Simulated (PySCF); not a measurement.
B(H)(Et)(NH2) (C2H8BN), SMILES B(CC)N.

The structure is a stationary point at B3LYP-D3(BJ)/def2-SVP. One conformer was computed; it need not be the lowest.

Two levels are set side by side: PBE/def2-TZVP (PySCF) and r2SCAN/def2-TZVP (PySCF). Same geometry, gas phase. Differences are taken from unrounded values.

| quantity | PBE |
|---|---|
| orbital gap (eV) | 6.49 |
| highest occupied level (eV) | -6.84 |
| lowest empty level (eV) | -0.35 |
| dipole moment (D) | 1.72 |
| mean polarisability (bohr³) | 50.6 |

Question: These are the PBE values. What does r2SCAN give? (The exact figures need the calculation; the answer reports its results.)

Answer: 
```csv
quantity,r2SCAN,PBE minus r2SCAN
orbital gap (eV),7.17,-0.68
highest occupied level (eV),-7.12,0.28
lowest empty level (eV),0.05,-0.40
dipole moment (D),1.68,0.04
mean polarisability (bohr³),49.3,1.3
```

Rough cost on one machine, each run with all the roots and properties that it gave: r2SCAN against PBE about 4 times.
